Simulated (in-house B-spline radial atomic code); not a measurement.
Radial electron density of the niobium ion Nb⁷⁺, [Ar] 3d10 4s2 4p4. Level of theory: scalar-relativistic (X2C) SCAN, spin-polarised, spherical fractional occupations, Fermi nucleus of rms radius 4.324 fm; calculated with a radial B-spline atomic code at the basis-set limit.

One-electron X2C: radii and densities carry no picture-change correction, so inner-shell <1/r> comes out high (for 1s by about 2 % at Z = 33, 5 % at 54, 10 % at 75, 30 % at 118) and <r> low.

Columns: r (bohr), 4πr²n(r) (electrons per bohr), bar.

```
 0.00128    1.587 #
 0.00155    2.181 ##
 0.00187    2.968 ##
 0.00227    4.058 ###
 0.00275    5.498 ####
 0.00334    7.422 #####
 0.00404    9.865 #######
  0.0049    13.02 #########
 0.00594    16.93 ############
  0.0072    21.65 ###############
 0.00873    27.14 ###################
  0.0106    33.22 #######################
  0.0128    39.28 ###########################
  0.0155    44.96 ###############################
  0.0188    49.41 ##################################
  0.0228    51.75 ####################################
  0.0277     51.5 ####################################
  0.0335    48.99 ##################################
  0.0406    45.51 ################################
  0.0493    43.35 ##############################
  0.0597    44.78 ###############################
  0.0724    50.47 ###################################
  0.0877    58.23 ########################################
   0.106    63.32 ############################################
   0.129    61.45 ###########################################
   0.156    52.68 #####################################
   0.189    42.61 ##############################
   0.229    38.63 ###########################
   0.278    42.44 #############################
   0.337    47.46 #################################
   0.409    45.01 ###############################
   0.495    33.86 ########################
     0.6     20.5 ##############
   0.727    11.98 ########
   0.882    9.002 ######
    1.07    7.813 #####
     1.3     5.55 ####
    1.57    2.818 ##
     1.9   0.9355 #
    2.31   0.1826 
    2.79  0.02171 
    3.39 0.001223 
    4.11 3.35e-05
```

On this grid the curve has 3 maxima, near 0.0228, 0.106, 0.337 bohr.

The 4p up radial function P(r) = rR(r), positive near the nucleus:

```
r (bohr)         P
 0.00155  0.001202
 0.00227  0.002335
 0.00334  0.004606
  0.0049  0.009048
  0.0072   0.01772
  0.0106   0.03432
  0.0155   0.06399
  0.0228    0.1154
  0.0335    0.1937
  0.0493     0.292
  0.0724    0.3653
   0.106    0.3204
   0.156   0.05528
   0.229   -0.3649
   0.337   -0.5724
   0.495   -0.1681
   0.727    0.6476
    1.07     1.073
    1.57     0.712
    2.31    0.1907
    3.39   0.01614
```
